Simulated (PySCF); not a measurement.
Isomers of C4H13NSn.

All values: wB97X-D/def2-SVPD (PySCF) at PBE0-D3(BJ)/def2-SVP geometries, gas phase, one conformer each. Core orbitals are frozen in the response; Δα² is half the sum of the squared differences of the principal polarisabilities. Atoms past krypton carry effective core potentials.

(1) Rank by HOMO–LUMO gap, lowest first.
A. `CC([NH][SnH2][CH3])C` (SnH2Me(NHiPr))
B. `C(C)[N](CC)[SnH3]` (SnH3(NEt2))
C. `C(C)[N](C)[SnH2][CH3]` (SnH2Me(NMeEt))

(2) Rank by polarisability anisotropy Δα, highest first.
A. `[H][Sn]([H])([H])[N](CC)CC` (SnH3(NEt2))
B. `[H][Sn]([H])([H])[NH]C(C)(C)C` (SnH3(NHtBu))
C. `[H][Sn]([H])([CH3])[N](C)CC` (SnH2Me(NMeEt))

## Answers

(1) B (9.25 eV), C (9.44 eV), A (9.91 eV).

(2) C (3.27 Å³), B (2.99 Å³), A (2.54 Å³).

All values together:

```
                       SMILES  μ (D)  HOMO (eV)  LUMO (eV)  α (Å³)  Δα (Å³)
   [H][Sn]([H])([H])[N](CC)CC   0.34      -7.72       1.54   14.81     2.54
  [H][Sn]([H])([CH3])[N](C)CC   0.53      -7.66       1.78   14.81     3.27
[H][Sn]([H])([H])[NH]C(C)(C)C   0.76      -8.31       1.54   14.74     2.99
 [H][Sn]([H])([CH3])[NH]C(C)C   0.81      -8.16       1.75   14.71     3.47
```

Conformers: `[H][Sn]([H])([H])[N](CC)CC`; `[H][Sn]([H])([CH3])[N](C)CC`; `[H][Sn]([H])([CH3])[NH]C(C)C`.
